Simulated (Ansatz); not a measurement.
Ti3B3, relaxed as a quartet with UKS r2SCAN-D4/def2-SVP in Ansatz, starting from the r2SCAN-D4/def2-SVP geometry of the neutral doublet. Force threshold 0.02 eV/Å.

The relaxation made no stability test and no search for a lower SCF solution. The structure comes from a short search, and lower isomers may exist.

Start:

```csv
atom,x (Å),y (Å),z (Å)
Ti1,-1.259,0.611,0.188
Ti2,0.852,-0.431,1.049
Ti3,0.909,0.747,-1.367
B4,0.580,1.538,0.492
B5,-0.870,-1.489,0.493
B6,-0.211,-0.976,-0.855
```

```tsv
step	energy (eV)	largest force component (eV/Å)	SCF passes
1	-71354.5801	0.279	60
2	-71354.5946	0.147	43
3	-71354.6004	0.051	44
4	-71354.6008	0.009	38
```

Force components are those of the run's own axes.

End:

```xyz
6

Ti   -1.2528    0.6174    0.2077
Ti    0.8679   -0.4271    1.0287
Ti    0.8936    0.7387   -1.3632
B     0.5698    1.5506    0.5005
B    -0.9069   -1.4699    0.4708
B    -0.1715   -1.0097   -0.8444
```

By distances, no bond broke or formed. The bond that changes most is Ti1–B6, from 2.17 to 2.22 Å (atoms count from 1). The end is the same structure that another start reached.

No frequencies were taken in this run, so the end may be a saddle point.

Hardware: 4 threads of Arm Neoverse V2 on a shared host. Wall time 35 s.
